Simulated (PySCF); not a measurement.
CH₃ClFNSi₂, SMILES F[Si@]1(Cl)N=C[SiH2]1. Geometry optimised at PBE-D3(BJ)/def2-SVP. The structure was generated by enumeration; whether it is a known compound was not checked.

Q: Give the equilibrium geometry at PBE-D3(BJ)/def2-SVP (PySCF confirms it by a frequency run) as Cartesian coordinates in Å. (The exact figures need the calculation; the answer reports its results.)

A: 
```xyz
9

F      1.3394     0.4896     1.5041
Si     0.4073     0.1064     0.2194
Cl     1.6778    -0.5100    -1.2883
N     -0.6255     1.4950    -0.2950
C     -1.8055     0.9649    -0.1615
Si    -1.7051    -0.8599     0.5168
H     -2.7107     1.5641    -0.4218
H     -2.2195    -1.9499    -0.3871
H     -2.2671    -1.0572     1.9008
```
